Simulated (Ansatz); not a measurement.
hydrogen chloride (HCl), singlet, at a GFN2-xTB geometry; HF/def2-SV(P) (Ansatz, an electronic-structure program).

Here is a job for Ansatz.
Ansatz 0.2 input:
```yaml
crystal:
  periodic: [false, false, false]
  atoms:
    - {symbol: Cl, position_ang: [-0.00000000, -0.00000000, -0.07094563]}
    - {symbol: H, position_ang: [0.00000000, 0.00000000, 1.20607566]}
basis:
  gaussian:
    orbitals: def2-SV_P_.json
hamiltonian:
  xc: hf
```
The basis file holds def2-SV(P) in the JSON format of the Basis Set Exchange.

Output, abridged:

```
Functional definition: HF
190 factors; integrals over basis functions are off by at most 6.2e-4 eV
mean field evaluation 1: about -12514.8208 eV, gradient 1.1e1 eV
mean field evaluation 2: about -12514.8215 eV, gradient 1.1e1 eV
mean field evaluation 4: about -12515.2778 eV, gradient 8.2e-1 eV
mean field evaluation 8: about -12515.2816 eV, gradient 1.8e-4 eV
mean field -12515.28159326 eV, -459.9281153898 hartree, gradient 2.6e-5 eV, S^2 0.000000; 0 other end points of the search recorded, 0 dependent functions left out
reference -12515.28159326 eV, -459.9281153898 hartree; 9, 9 occupied and 11, 11 virtual orbitals, 190 factors
Total energy: -12515.28159326 eV, -459.9281153898 hartree
```
